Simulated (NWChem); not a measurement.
System: CH3AlF2; SMILES [F][Al]([F])[CH3]

Output (shortened):

```
             Northwest Computational Chemistry Package (NWChem) 7.3.0
             --------------------------------------------------------

                             Geometry "geometry" -> ""
                             -------------------------

 Output coordinates in angstroms (scale by  1.889725989 to convert to a.u.)

  No.       Tag          Charge          X              Y              Z
 ---- ---------------- ---------- -------------- -------------- --------------
    1 Al                  13.0000    -0.00502600     0.04733600     0.00060200
    2 C                    6.0000    -0.00851700    -1.87960700     0.00136200
    3 H                    1.0000     0.48505500    -2.26734400    -0.90461300
    4 H                    1.0000    -1.02810100    -2.29077600     0.03965000
    5 H                    1.0000     0.55533300    -2.27007600     0.86383200
    6 F                    9.0000    -1.39953800     0.94612600    -0.00106000
    7 F                    9.0000     1.40543800     0.92119000    -0.00091700

 Effective nuclear repulsion energy (a.u.)     155.0781516901

                              NWChem Property Module
                              ----------------------

  itol2e modified to match energy
  convergence criterion.

                                 NWChem DFT Module
                                 -----------------

 Summary of "ao basis" -> "ao basis" (spherical)
 ------------------------------------------------------------------------------
       Tag                 Description            Shells   Functions and Types
 ---------------- ------------------------------  ------  ---------------------
 Al                         iglo-ii                 15       35   7s6p2d
 C                          iglo-ii                 10       22   5s4p1d
 H                          iglo-ii                  4        6   3s1p
 F                          iglo-ii                 10       22   5s4p1d

  itol2e modified to match energy
  convergence criterion.

            General Information
            -------------------
          SCF calculation type: DFT
          Wavefunction type:  closed shell.
          No. of atoms     :     7
          No. of electrons :    40
           Alpha electrons :    20
            Beta electrons :    20
          Charge           :     0
          Spin multiplicity:     1
          Use of symmetry is: off; symmetry adaption is: off
          Maximum number of iterations: 150
          AO basis - number of functions:   119
                     number of shells:    57
          Convergence on energy requested:  1.00D-07
          Convergence on density requested:  1.00D-05
          Convergence on gradient requested:  5.00D-04

              XC Information
              --------------
                         B3LYP Method XC Potential
                     Hartree-Fock (Exact) Exchange  0.200
                        Slater Exchange Functional  0.800 local
                    Becke 1988 Exchange Functional  0.720 non-local
              Lee-Yang-Parr Correlation Functional  0.810
                  VWN I RPA Correlation Functional  0.190 local

             Grid Information
             ----------------
          Grid used for XC integration:  fine
          Radial quadrature: Mura-Knowles
          Angular quadrature: Lebedev.
          Tag              B.-S. Rad. Rad. Pts. Rad. Cut. Ang. Pts.
          ---              ---------- --------- --------- ---------
          Al                  1.25      123          10.0       770
          C                   0.70       70           9.0       590
          H                   0.35       60          10.0       590
          F                   0.50       70          11.0       590
          Grid pruning is: on
          Number of quadrature shells:   513
          Spatial weights used:  Erf1

      Superposition of Atomic Density Guess
      -------------------------------------

 Sum of atomic energies:        -479.83650294

      Non-variational initial energy
      ------------------------------

 Total energy =    -480.621400
 1-e energy   =    -974.988959
 2-e energy   =     339.289408
 HOMO         =      -0.418892
 LUMO         =      -0.027339

   convergence    iter        energy       DeltaE   RMS-Dens  Diis-err
 ---------------- ----- ----------------- --------- --------- ---------
 d= 0,ls=0.0,diis     1   -482.1733198263 -6.37D+02  8.88D-03  2.34D+00
 d= 0,ls=0.0,diis     2   -482.0686242467  1.05D-01  5.96D-03  2.92D+00
 d= 0,ls=0.0,diis     3   -482.2694333073 -2.01D-01  1.15D-03  2.91D-01
 d= 0,ls=0.0,diis     4   -482.2879998539 -1.86D-02  2.59D-04  3.49D-03
 d= 0,ls=0.0,diis     5   -482.2882438667 -2.44D-04  1.21D-04  8.77D-04
  Resetting Diis
 d= 0,ls=0.0,diis     6   -482.2883537109 -1.10D-04  1.33D-05  9.21D-06
 d= 0,ls=0.0,diis     7   -482.2883547406 -1.03D-06  5.31D-06  5.92D-07
 d= 0,ls=0.0,diis     8   -482.2883547166  2.41D-08  2.83D-06  1.01D-06

         Total DFT energy =     -482.288354716574
      One electron energy =     -978.970531078410
           Coulomb energy =      387.915299485738
    Exchange-Corr. energy =      -46.311274813980
 Nuclear repulsion energy =      155.078151690078

 Numeric. integr. density =       39.999999644066

                       DFT Final Molecular Orbital Analysis
                       ------------------------------------

 Vector   18  Occ=2.000000D+00  E=-4.027588D-01
              MO Center=  6.4D-02,  9.0D-01, -1.1D-03, r^2= 2.4D+00
   Bfn.  Coefficient  Atom+Function         Bfn.  Coefficient  Atom+Function
  ----- ------------  ---------------      ----- ------------  ---------------
   111     -0.317434  7 F  pz                89      0.303360  6 F  pz
   114     -0.278664  7 F  pz                92      0.267012  6 F  pz
   108     -0.216177  7 F  pz                86      0.206752  6 F  pz
   105     -0.079221  7 F  pz                83      0.075744  6 F  pz
    29      0.064298  1 Al d  1              52      0.026278  2 C  pz

 Vector   19  Occ=2.000000D+00  E=-3.912764D-01
              MO Center= -3.0D-02,  6.2D-01,  2.0D-03, r^2= 3.1D+00
   Bfn.  Coefficient  Atom+Function         Bfn.  Coefficient  Atom+Function
  ----- ------------  ---------------      ----- ------------  ---------------
   110     -0.232869  7 F  py                88      0.230627  6 F  py
   113     -0.206403  7 F  py                91      0.204834  6 F  py
    87      0.199915  6 F  px               109      0.194001  7 F  px
    90      0.162590  6 F  px               107     -0.157799  7 F  py
   112      0.157762  7 F  px                85      0.156166  6 F  py

 Vector   20  Occ=2.000000D+00  E=-3.352396D-01
              MO Center= -9.7D-03, -1.2D+00,  1.3D-03, r^2= 2.2D+00
   Bfn.  Coefficient  Atom+Function         Bfn.  Coefficient  Atom+Function
  ----- ------------  ---------------      ----- ------------  ---------------
    48      0.316210  2 C  py                51      0.222897  2 C  py
    45      0.203225  2 C  py                40      0.181439  2 C  s
     6      0.180154  1 Al s                 21     -0.165882  1 Al py
     5     -0.123280  1 Al s                 88      0.116551  6 F  py
   110      0.114685  7 F  py                 7      0.113642  1 Al s

 Vector   21  Occ=0.000000D+00  E=-2.180484D-02
              MO Center=  2.5D-02, -3.0D-01,  3.6D-02, r^2= 4.5D+00
   Bfn.  Coefficient  Atom+Function         Bfn.  Coefficient  Atom+Function
  ----- ------------  ---------------      ----- ------------  ---------------
     7      1.291613  1 Al s                 40     -0.923715  2 C  s
    60      0.314196  3 H  s                 72      0.283822  5 H  s
    80     -0.265405  6 F  s                102     -0.263959  7 F  s
    51     -0.182666  2 C  py                 5     -0.151745  1 Al s
    39     -0.146864  2 C  s                 48     -0.137963  2 C  py

 Vector   22  Occ=0.000000D+00  E=-1.476805D-02
              MO Center= -2.4D-02, -6.2D-02, -3.9D-02, r^2= 3.8D+00
   Bfn.  Coefficient  Atom+Function         Bfn.  Coefficient  Atom+Function
  ----- ------------  ---------------      ----- ------------  ---------------
    25      0.865144  1 Al pz                22      0.297628  1 Al pz
    72     -0.210656  5 H  s                 60      0.200637  3 H  s
    92     -0.165182  6 F  pz               114     -0.161888  7 F  pz
    59      0.152509  3 H  s                 71     -0.147882  5 H  s
    89     -0.115223  6 F  pz               111     -0.111209  7 F  pz

 Vector   23  Occ=0.000000D+00  E= 6.404973D-02
              MO Center= -3.4D-02, -1.6D+00,  7.6D-05, r^2= 6.2D+00
   Bfn.  Coefficient  Atom+Function         Bfn.  Coefficient  Atom+Function
  ----- ------------  ---------------      ----- ------------  ---------------
    40      1.576397  2 C  s                 66     -0.950087  4 H  s
     7      0.826419  1 Al s                 60     -0.817194  3 H  s
    72     -0.815096  5 H  s                 51     -0.549506  2 C  py
    80     -0.216380  6 F  s                 24      0.194844  1 Al py
   102     -0.163571  7 F  s                 48     -0.136555  2 C  py

     Multipole analysis of the density
     ---------------------------------

     L   x y z        total         alpha         beta         nuclear
     -   - - -        -----         -----         ----         -------
     0   0 0 0     -0.000000    -20.000000    -20.000000     40.000000

[...]

          -----------------------------------------
          Chemical Shielding Tensors (GIAO, in ppm)
          -----------------------------------------

                                NWChem CPHF Module
                                ------------------

  scftype          =     RHF
  nclosed          =       20
  nopen            =        0
  variables        =     1980
  # of vectors     =        3
  tolerance        = 0.10D-03
  level shift      = 0.00D+00
  max iterations   =       50
  max subspace     =       30

 SCF residual:    2.4185230205328218E-004

Iterative solution of linear equations
  No. of variables     1980
  No. of equations        3
  Maximum subspace       30
        Iterations       50
       Convergence  1.0D-04

   iter   nsub   residual    time
   ----  ------  --------  ---------
     1      3    3.08D-01      82.0
     2      6    1.16D-02      91.5
     3      9    4.61D-04     101.1
     4     12    2.45D-05     110.8

      Atom:    1  Al
        Diamagnetic
    796.9887     -0.0555      0.0000
     -0.0555    794.7793      0.0050
      0.0000      0.0050    794.3813

        Paramagnetic
   -388.0276     -0.3272     -0.0040
     -0.3272   -253.3021     -0.1434
     -0.0040     -0.1434   -421.7427

        Total Shielding Tensor
    408.9611     -0.3827     -0.0040
     -0.3827    541.4773     -0.1384
     -0.0040     -0.1384    372.6386

           isotropic =     441.0257
          anisotropy =     150.6792

          Principal Components and Axis System
                 1           2           3
              541.4785    408.9600    372.6385

      1        -0.0029      1.0000      0.0001
      2         1.0000      0.0029      0.0008
      3        -0.0008     -0.0001      1.0000

      Atom:    2  C
        Diamagnetic
    246.7568      0.3413     -0.0020
      0.3413    254.4569     -0.0399
     -0.0020     -0.0399    246.1456

        Paramagnetic
    -38.4796      3.1513      0.0211
      3.1513    -56.0055     -0.3697
      0.0211     -0.3697    -46.7645

        Total Shielding Tensor
    208.2772      3.4926      0.0190
      3.4926    198.4515     -0.4096
      0.0190     -0.4096    199.3811

           isotropic =     202.0366
          anisotropy =      11.0350

          Principal Components and Axis System
                 1           2           3
              209.3933    199.4540    197.2625

      1         0.9525      0.0659     -0.2974
      2         0.3044     -0.1719      0.9369
      3        -0.0106      0.9829      0.1838

      Atom:    3  H
        Diamagnetic
     26.8978     -2.5645     -4.9394
     -2.5645     29.8262      5.0609
     -4.9394      5.0609     33.3038

        Paramagnetic
      3.2449      0.5931      1.1864
      0.5931      1.5150     -1.2821
      1.1864     -1.2821      1.4443

        Total Shielding Tensor
     30.1427     -1.9714     -3.7530
     -1.9714     31.3412      3.7788
     -3.7530      3.7788     34.7481

           isotropic =      32.0773
          anisotropy =      10.6359

          Principal Components and Axis System
                 1           2           3
               39.1679     29.0343     28.0297

      1        -0.4242      0.3284      0.8439
      2         0.4781      0.8727     -0.0992
      3         0.7690     -0.3614      0.5272

      Atom:    4  H
        Diamagnetic
     35.7524      5.8315     -0.4372
      5.8315     30.2435     -0.2361
     -0.4372     -0.2361     24.1251

        Paramagnetic
      1.4229     -1.2596      0.0937
     -1.2596      1.4916      0.0558
      0.0937      0.0558      3.6489

        Total Shielding Tensor
     37.1753      4.5719     -0.3434
      4.5719     31.7350     -0.1803
     -0.3434     -0.1803     27.7740

           isotropic =      32.2281
          anisotropy =      11.3392

          Principal Components and Axis System
                 1           2           3
               39.7876     29.1354     27.7614

      1         0.8689     -0.4940      0.0327
      2         0.4940      0.8694      0.0077
      3        -0.0323      0.0095      0.9994

      Atom:    5  H
        Diamagnetic
     27.7146     -2.9587      5.3778
     -2.9587     29.8650     -4.8661
      5.3778     -4.8661     32.4519

        Paramagnetic
      3.0566      0.6809     -1.2774
      0.6809      1.5090      1.2263
     -1.2774      1.2263      1.6693

        Total Shielding Tensor
     30.7713     -2.2778      4.1004
     -2.2778     31.3740     -3.6398
      4.1004     -3.6398     34.1212

           isotropic =      32.0888
          anisotropy =      10.7007

          Principal Components and Axis System
                 1           2           3
               39.2226     29.0418     28.0021

      1         0.4843      0.3639      0.7956
      2        -0.4798      0.8709     -0.1063
      3         0.7316      0.3303     -0.5964

      Atom:    6  F
        Diamagnetic
    482.2094     -9.4096      0.0100
     -9.4096    473.2540     -0.0085
      0.0100     -0.0085    467.6470

        Paramagnetic
   -133.4430    -88.9051      0.0895
    -88.9051   -136.2831      0.0060
      0.0895      0.0060   -168.0224

        Total Shielding Tensor
    348.7664    -98.3147      0.0995
    -98.3147    336.9710     -0.0025
      0.0995     -0.0025    299.6246

           isotropic =     328.4540
          anisotropy =     169.3592

          Principal Components and Axis System
                 1           2           3
              441.3602    299.6247    244.3772

      1         0.7280      0.0004      0.6856
      2        -0.6856      0.0012      0.7280
      3         0.0005      1.0000     -0.0012

      Atom:    7  F
        Diamagnetic
    482.2973      9.2884     -0.0079
      9.2884    473.0803     -0.0072
     -0.0079     -0.0072    467.6819

        Paramagnetic
   -129.5545     86.7252     -0.0168
     86.7252   -137.3374      0.0070
     -0.0168      0.0070   -160.7913

        Total Shielding Tensor
    352.7427     96.0136     -0.0248
     96.0136    335.7430     -0.0002
     -0.0248     -0.0002    306.8905

           isotropic =     331.7921
          anisotropy =     163.2598

          Principal Components and Axis System
                 1           2           3
              440.6319    306.8905    247.8537

      1         0.7376     -0.0001     -0.6752
      2         0.6752      0.0003      0.7376
      3        -0.0001      1.0000     -0.0003
```

Level: B3LYP/IGLO-II, GIAO. All runs use the structure optimised with PBE0/def2-SVP. B3LYP is NWChem's, with the RPA form of VWN correlation. The printed shielding anisotropy is the first printed principal value minus the mean of the other two.

Task: Write an input that gives this output.

Result: One answer among several that fit: the input that was run:
```
start job
memory heap 200 mb stack 900 mb global 1100 mb
geometry units angstroms noautosym nocenter noautoz
  Al    -0.005026     0.047336     0.000602
  C     -0.008517    -1.879607     0.001362
  H      0.485055    -2.267344    -0.904613
  H     -1.028101    -2.290776     0.039650
  H      0.555333    -2.270076     0.863832
  F     -1.399538     0.946126    -0.001060
  F      1.405438     0.921190    -0.000917
end
basis spherical
  * library iglo-ii
end
dft
  xc b3lyp
  iterations 150
end
property
  shielding
end
task dft property
```
